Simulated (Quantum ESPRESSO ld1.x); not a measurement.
Values are calculated unless marked as measured or tabulated.
All-electron atom: Kr2+ in [Ar] 3d8 4s2 4p6 (not the ground configuration). Code: ld1.x of Quantum ESPRESSO 7.5. Model: Dirac Kohn-Sham, PBE, spin-unpolarised, spherical densities, point nucleus; open shells fill j = l - 1/2 first. Some entries of the table are withheld. Estimate them.

| orbital | occ. | eigenvalue (hartree) | <r> (bohr) |
|---|---|---|---|
| 1s1/2 | 2 | -522.372 | 0.04149 |
| 2s1/2 | 2 | -70.8563 | 0.1832 |
| 2p1/2 | 2 | -64.2508 | 0.1573 |
| 2p3/2 | 4 | -62.2739 | 0.1613 |
| 3s1/2 | 2 | -11.6868 | 0.5211 |
| 3p1/2 | 2 | -9.35289 | (1) |
| 3p3/2 | 4 | -9.04684 | (2) |
| 3d3/2 | 4 | -5.00326 | 0.5234 |
| 3d5/2 | 4 | -4.95047 | 0.5267 |
| 4s1/2 | 2 | -1.92028 | 1.408 |
| 4p1/2 | 2 | (3) | 1.580 |
| 4p3/2 | 4 | (4) | 1.609 |
| 4d3/2 | 0 | (5) | (6) |
| 4d5/2 | 0 | (7) | (8) |
| 5s1/2 | 0 | -0.48713 | 3.588 |
| 5p1/2 | 0 | -0.35946 | 4.221 |
| 5p3/2 | 0 | -0.35394 | 4.276 |
| 4f5/2 | 0 | -0.14362 | 6.899 |
| 4f7/2 | 0 | -0.14361 | 6.900 |

Answer. 
(1) 3p1/2 <r> (bohr): 0.5212
(2) 3p3/2 <r> (bohr): 0.5309
(3) 4p1/2 eigenvalue (hartree): -1.33151
(4) 4p3/2 eigenvalue (hartree): -1.29472
(5) 4d3/2 eigenvalue (hartree): -0.50586
(6) 4d3/2 <r> (bohr): 2.399
(7) 4d5/2 eigenvalue (hartree): -0.50297
(8) 4d5/2 <r> (bohr): 2.412
